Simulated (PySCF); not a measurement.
Members of one series of related molecules.

All values: PBE0/pcSseg-1 (PySCF) at GFN2-xTB geometries, gas phase, one conformer each.

(1) Rank by dipole moment, lowest first.
A. `[cH:1]1[cH:2][p:3][c:4]([CH:5]2[CH2:6][CH2:7]2)[cH:8][p:9]1` with P3–C4–C5–C6 35°
B. `[SiH3]c1cpccp1`
C. `CN(C)C1=PC=CP=C1`

(2) Rank by LUMO energy, highest first.
A. `CN(C)c1cpccp1`
B. `c1cpc(C2CC2)cp1`
C. `[SiH3]c1cpccp1`

(3) Rank by the highest Hirshfeld charge on any atom, lowest value first.
A. `C=Cc1cpccp1`
B. `[SiH3]c1cpccp1`
C. `CN(C)C1=PC=CP=C1`

Results:

(1) B (0.28 D), A (1.03 D), C (3.06 D).

(2) A (-1.90 eV), B (-2.30 eV), C (-2.48 eV).

(3) C (+0.089 e), A (+0.106 e), B (+0.302 e).

All values together:

| SMILES | change | formula | μ (D) | HOMO (eV) | LUMO (eV) | lowest IAO charge (e) | highest IAO charge (e) | lowest Hirshfeld charge (e) | highest Hirshfeld charge (e) |
| --- | --- | --- | --- | --- | --- | --- | --- | --- | --- |
| C=Cc1cpccp1 | parent | C6H6P2 | 0.25 | -6.86 | -2.44 | -0.363 (C) | +0.395 (P) | -0.102 (C) | +0.106 (P) |
| [SiH3]c1cpccp1 | vinyl replaced by SiH3 | C4H6P2Si | 0.28 | -7.15 | -2.48 | -0.469 (C) | +0.606 (Si) | -0.141 (C) | +0.302 (Si) |
| CN(C)c1cpccp1 | vinyl replaced by NMe2 | C6H9NP2 | 3.06 | -5.94 | -1.90 | -0.440 (C) | +0.398 (P) | -0.140 (C) | +0.089 (P) |
| c1cpc(C2CC2)cp1 | vinyl replaced by cPr | C7H8P2 | 1.03 | -6.79 | -2.30 | -0.376 (C) | +0.390 (P) | -0.111 (C) | +0.111 (P) |

Conformers: `[CH2:1]=[CH:2][c:3]1[cH:4][p:5][cH:6][cH:7][p:8]1` with C1–C2–C3–C4 10°; `[cH:1]1[cH:2][p:3][c:4]([CH:5]2[CH2:6][CH2:7]2)[cH:8][p:9]1` with P3–C4–C5–C6 35°.

Question: Give the shifts from the parent, `C=Cc1cpccp1`.

Answer: 
```json
{"SMILES": "[SiH3]c1cpccp1", "change in μ (D)": "+0.03", "change in HOMO (eV)": "-0.29", "change in LUMO (eV)": "-0.04"}
{"SMILES": "CN(C)c1cpccp1", "change in μ (D)": "+2.81", "change in HOMO (eV)": "+0.92", "change in LUMO (eV)": "+0.54"}
{"SMILES": "c1cpc(C2CC2)cp1", "change in μ (D)": "+0.78", "change in HOMO (eV)": "+0.07", "change in LUMO (eV)": "+0.14"}
```
